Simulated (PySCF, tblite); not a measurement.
C₇H₁₁PS.
Geometry (GFN2-xTB, Å), atoms numbered from 1 in this order:
```xyz
20
C7H11PS angstrom
C      2.607   -1.037    0.136
C      1.514   -0.333    0.359
C      0.745    0.385   -0.699
C      0.522    1.871   -0.326
P     -1.193    1.494    0.274
S     -2.719    2.622   -0.067
C     -0.757   -0.030   -0.703
C     -1.123   -1.366   -0.163
C     -2.090   -1.537    0.718
H      3.021   -1.144   -0.853
H      3.135   -1.536    0.931
H      1.111   -0.241    1.360
H      1.231    0.249   -1.668
H      1.235    2.288    0.383
H      0.474    2.517   -1.206
H     -0.984    1.110    1.602
H     -1.165    0.095   -1.715
H     -0.546   -2.199   -0.545
H     -2.368   -2.505    1.095
H     -2.657   -0.691    1.084
```

Computed with PBE0/pcSseg-1 in PySCF (dipole) on a GFN2-xTB geometry, gas phase.

Take the most abundant isotopes and a rigid rotor. The values belong to one conformer with, in the numbering `[CH2:1]=[CH:2][C@@H:3]1[CH2:4][P@@H:5](=[S:6])[C@@H:7]1[CH:8]=[CH2:9]`, C1–C2–C3–C4 -127°, P5–C7–C8–C9 23°, C2–C3–C4–P5 -99°, C3–C4–P5–S6 -139°, C4–P5–C7–C8 138°, C2–C3–C7–P5 99°.

Q: Give the principal moments of inertia and the rotational constants in cm⁻¹.

A: Ia = 258.72, Ib = 619.69, Ic = 806.18 u·Å²; 505379 MHz·u·Å²/I gives 1953, 815.5 and 626.9 MHz, that is A = 0.06516, B = 0.02720, C = 0.02091 cm⁻¹.

Q: Classify the top.

A: An asymmetric top; Ray's κ = -0.716.

Q: What does the inertial defect say?

A: Not planar: Δ = Ic − Ia − Ib = -72.23 u·Å². For a rigid frame Δ = −2 Σ m c², so Σ m c² = 36.11 u·Å² lies off the ab plane: 14.73 from hydrogen and 21.38 from heavier atoms. The atom farthest from that plane is 1.80 Å away.

Q: Give the other two planar moments, Paa and Pbb, and the rms extents of the mass along the axes.

A: Paa = Σ m a² = (Ib + Ic − Ia)/2 = 583.58 and Pbb = Σ m b² = (Ia + Ic − Ib)/2 = 222.60 u·Å². With the mass M = 158.03 u, the rms extents √(P/M) along a, b and c are 1.92, 1.19, 0.48 Å.

Q: Where do the levels up to J = 3 lie, in cm⁻¹?

A: Above 0(0,0):
J = 1: 1(0,1) 0.0481, 1(1,1) 0.0861, 1(1,0) 0.0924
J = 2: 2(0,2) 0.1436, 2(1,2) 0.1760, 2(1,1) 0.1949, 2(2,1) 0.3087, 2(2,0) 0.3095
J = 3: 3(0,3) 0.2851, 3(1,3) 0.3105, 3(1,2) 0.3482, 3(2,2) 0.4531, 3(2,1) 0.4566, 3(3,1) 0.6590, 3(3,0) 0.6591
Those of J = 1 are B + C, A + C and A + B.

Q: Which types of transition are allowed, and where do some lines up to J = 2 fall?

A: The dipole components are |μa| = 4.48 D, |μb| = 0.15 D, |μc| = 0.04 D. Intensities carry the squares of the components, which stand as 1.00 : 0.00 : 0.00 (a : b : c). Some lines, for components of 0.1 D or more:

```csv
type,branch,"J(Ka,Kc)",MHz,lower level (cm⁻¹)
a,Q,"2(1,1) ← 2(1,2)",566,0.176
b,Q,"1(1,0) ← 1(0,1)",1327,0.048
a,R,"1(0,1) ← 0(0,0)",1442,0.000
b,Q,"2(1,1) ← 2(0,2)",1537,0.144
b,R,"2(0,2) ← 1(1,1)",1725,0.086
b,R,"1(1,1) ← 0(0,0)",2580,0.000
a,R,"2(1,2) ← 1(1,1)",2696,0.086
a,R,"2(0,2) ← 1(0,1)",2863,0.048
a,R,"2(1,1) ← 1(1,0)",3073,0.092
b,Q,"2(2,0) ← 2(1,1)",3435,0.195
b,R,"2(1,2) ← 1(0,1)",3834,0.048
b,Q,"2(2,1) ← 2(1,2)",3980,0.176
b,R,"2(2,1) ← 1(1,0)",6487,0.092
b,R,"2(2,0) ← 1(1,1)",6697,0.086
```

Q: Estimate the classical rotational partition function at 25 K, 50 K and 200 K.

A: Point group C1, symmetry number σ = 1; q = (√π/σ)·√((kT/h)³/(ABC)), k/h = 20836.6 MHz/K: 21100 at 25 K, 59600 at 50 K, 477000 at 200 K.

Its GFN2-xTB frequencies are all real (lowest 55 cm⁻¹). Constants of a rigid frame at the computed geometry: no zero-point averaging, no centrifugal distortion.
